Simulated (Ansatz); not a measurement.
`C[O][Al]([Cl])[Cl]` + NH₃ → `[NH2][Al]([Cl])[Cl]` + CH₃OH at 500 K and 1 bar (ligand exchange at the Al–O bond).

Isolated molecules relaxed with PBE0-D4/def2-TZVP in Ansatz; ΔE leaves out vibrations. CCSD(T)/CBS is the MP2 limit (def2-TZVPP, def2-QZVPP) plus CCSD(T) − MP2 in def2-TZVPP, frozen cores. This one scheme is used for every species. Each species was taken in one conformer, which may not be the lowest.

| species | CCSD(T)/CBS energy (Eh) | H − E (kJ/mol) | S (J/(mol·K)) |
| --- | --- | --- | --- |
| `C[O][Al]([Cl])[Cl]` | -1276.79096 | 163.3 | 424.5 |
| NH₃ | -56.50880 | 108.2 | 211.8 |
| `[NH2][Al]([Cl])[Cl]` | -1217.66844 | 113.3 | 370.9 |
| CH₃OH | -115.61712 | 157.0 | 265.4 |

H − E and S are ideal-gas, rigid-rotor, harmonic terms from PBE0-D4/def2-TZVP, for one conformer and one mirror image of each species. 1 Eh = 2625.50 kJ/mol, R = 8.31446 J/(mol·K).

By hand: ΔE, ΔH, ΔS and ΔG.

ΔE = (-1217.66844) + (-115.61712) − (-1276.79096) − (-56.50880) = 0.01420 Eh = 37.3 kJ/mol. Δ(H − E) = 113.3 + 157.0 − 163.3 − 108.2 = -1.2, so ΔH = 36.1 kJ/mol. ΔS = 370.9 + 265.4 − 424.5 − 211.8 = 0.0 J/(mol·K). ΔG = 36.1 − 500 × (0.0)/1000 = 36.1 kJ/mol.

By hand: the equilibrium constant, and the temperature at which ΔG would vanish if ΔH and ΔS stayed fixed.

log₁₀ K = −ΔG/(RT ln 10) = -3.8. With ΔH or ΔS at zero there is no such temperature.

The number of gas molecules stays the same, so ΔS is small and ΔH decides. A doubt of 5 kJ/mol in ΔE shifts log₁₀ K by 0.5 here. Other conformers and mirror images would add mixing entropy, several J/(mol·K) or more a flexible species. These are equilibria of isolated gas molecules and say nothing of rates. Largest T1 diagnostic: 0.010 (customary marks: 0.02 for closed shells, 0.045 for open ones).

ΔS is within the doubt of such terms, so its sign, and with it that verdict, could turn.
